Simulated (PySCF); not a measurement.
C2H7S, charge +1.

```xyz
10

C     -0.0276     0.5222    -1.4363
S      0.1047    -0.5927     0.0000
C     -0.0276     0.5222     1.4363
H     -0.8945     1.1871    -1.3322
H     -0.1114    -0.1170    -2.3262
H      0.9130     1.0889    -1.4736
H     -1.1567    -1.1023     0.0000
H     -0.8945     1.1871     1.3322
H     -0.1114    -0.1170     2.3262
H      0.9130     1.0889     1.4736
```
Charge +1, spin multiplicity 1.

Geometry: B3LYP-D3(BJ)/def2-SVP. The isomer is the one that the SMILES or the coordinates give; other isomers of the formula were not compared.

Computed with PySCF with PBE/pcSseg-1. Non-relativistic, no solvent.

**Question.** Give the absolute GIAO shielding of each atom: isotropic value and principal components (ppm). (The exact figures need the calculation; the answer reports its results.)

**Answer.** 
| atom | σ(iso) | σ11 | σ22 | σ33 | span |
|---|---|---|---|---|---|
| C1 | 153.7 | 132.5 | 146.1 | 182.4 | 49.9 |
| S2 | 461.4 | 358.8 | 473.6 | 552.0 | 193.2 |
| C3 | 153.7 | 132.5 | 146.1 | 182.4 | 49.9 |
| H4 | 28.2 | 23.5 | 26.2 | 34.8 | 11.3 |
| H5 | 28.0 | 23.2 | 25.0 | 35.8 | 12.6 |
| H6 | 28.1 | 24.0 | 25.6 | 34.8 | 10.9 |
| H7 | 25.8 | 19.9 | 23.0 | 34.4 | 14.5 |
| H8 | 28.2 | 23.5 | 26.2 | 34.8 | 11.3 |
| H9 | 28.0 | 23.2 | 25.0 | 35.8 | 12.6 |
| H10 | 28.1 | 24.0 | 25.6 | 34.8 | 10.9 |
